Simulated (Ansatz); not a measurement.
Energy differences in TiCl

Computed with Ansatz's Gaussian-basis code (development build). Basis cc-pwCVTZ-DK on Ti, cc-pVTZ-DK on Cl, scalar X2C without spin–orbit coupling, 10 orbitals frozen in the corrections; active space CAS(11,10), shells under the valence barred from it. Restricted Hartree–Fock, then the lowest state-specific CASSCF solution met for each case. Coupled cluster stands on the determinant that it favours, not always the lowest RHF. On stretched bonds single-reference methods can fail or change state. Solutions in different active orbitals can move differences by tenths of an eV and at times more than 1 eV.

Case A, doublet: bond length 2.2650 Å.

Case B, quartet: the shape of A.

Energy less that of case A, in eV:

| case | RHF/ROHF | CASSCF | CCSD(T) |
| --- | --- | --- | --- |
| B | -1.754 | -0.586 | -0.339 |

(1) Give the SC-NEVPT2 energies against case A.

(2) Which case is lowest, and do the methods agree?

Answers

(1) B: -0.445 eV (-10.3 kcal/mol).

(2) B is lowest in SC-NEVPT2. Of the methods shown, RHF/ROHF, CASSCF, CCSD(T) agree.
